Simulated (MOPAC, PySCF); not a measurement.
C₃H₅N, SMILES `NC1CC=1`, neutral singlet in the gas phase. 

Z-matrix (Å, degrees):
```
C
C 1 1.2951
N 1 1.3510 2 152.75
H 3 1.0054 1 116.59 2 -163.62
H 3 1.0067 4 114.76 1 -142.70
H 2 1.0738 1 151.52 3 3.15
C 1 1.4800 2 65.45 6 175.96
H 7 1.0941 1 119.43 2 106.67
H 7 1.0944 8 113.09 1 -148.66
```
Charge 0, multiplicity 1.

All levels are single points at this geometry (PBE0-D4/def2-TZVP); Pople sets use spherical d functions. Orbital energies aren't observables, and empty levels follow the basis.

```csv
level,HOMO (eV),LUMO (eV),gap (eV),dipole (D),"vertical IE, Delta-SCF (eV)"
PBE-D3(BJ)/def2-TZVP in PySCF,-4.71,0.15,4.85,2.14,7.98
PBE0-D4/def2-TZVP in PySCF,-5.84,1.02,6.86,2.08,8.06
M06-2X/6-31G* in PySCF,-6.75,2.95,9.70,2.10,–
PBE/6-31G* in PySCF,-4.33,0.97,5.29,2.24,7.74
AM1 in MOPAC,-8.58,1.55,10.12,1.82,–
PM7 in MOPAC,-8.71,1.14,9.85,2.30,–
```
